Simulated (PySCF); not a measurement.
# Structure from NMR data

An unknown has the formula C4H4F4. Its calculated NMR data are:

¹H NMR (500 MHz, computed): δ 4.98 (m, 2H), 2.76 (m, 1H), 2.41 (m, 1H).

¹³C{¹H} NMR (computed): δ 125.5 (C), 90.6 (CH, 2C), 33.3 (CH2).

Isolated molecule, fast rotation and ring inversion assumed for equivalent nuclei, one conformer, no relativistic terms. Structure optimised with GFN2-xTB; σ from GIAO-PBE0/pcSseg-1; PySCF 2.14.0 with density-fitted response routines.

δ = σ(ref) − σ, references computed at the same level: ¹H (31.72 ppm), ¹³C (186.93 ppm) against TMS.

Which candidate is it?
A. FC/C=C(/F)C(F)F
B. F/C=C(/F)CC(F)F
C. F[C@@H]1C[C@H](F)C1(F)F
D. FC(F)=CCC(F)F

Answers

C. 

- The formula gives 1 degree of unsaturation (1 ring in the answer).
- 3 carbon signals for 4 carbons: some carbons are equivalent by symmetry or fast rotation.
- Carbon types of the structure: 1 × C, 2 × CH, 1 × CH2, which accounts for all hydrogens.
- δC 125.5: fully substituted sp3 carbon bonded to 2 F; 2 electronegative neighbours deshield it.
- δC 90.6: sp3 CH bonded to F; deshielded by the electronegative neighbour.
- δC 33.3: sp3 CH2 in a ring; a saturated carbon with 2 carbon neighbours and no heteroatom attached.
- δH 4.98: hydrogen on an sp3 CH bonded to F; its carbon carries F, which withdraws density.
- δH 2.76, 2.41: hydrogen on an sp3 CH2 in a ring.

The others: FC/C=C(/F)C(F)F would give 4 carbon signals, not 3; FC(F)=CCC(F)F would give 4 carbon signals, not 3; F/C=C(/F)CC(F)F would give 4 carbon signals, not 3.

Splittings by ¹⁹F in the carbon and heteronuclear signals aren't shown, as no couplings were computed. Shifts are as computed. Against solution values, carbons near 30 ppm lie about +3 ppm off and those near 130 ppm about +5 ppm. Of 1309 compounds with measured shifts, 239 miss one by over three times the rms of a fit or turn the order of signals round; such compounds aren't used in these exercises. Multiplicities follow the n + 1 count of equivalent neighbours, as no J values were calculated; m marks all less simple cases, F and P coupling included.
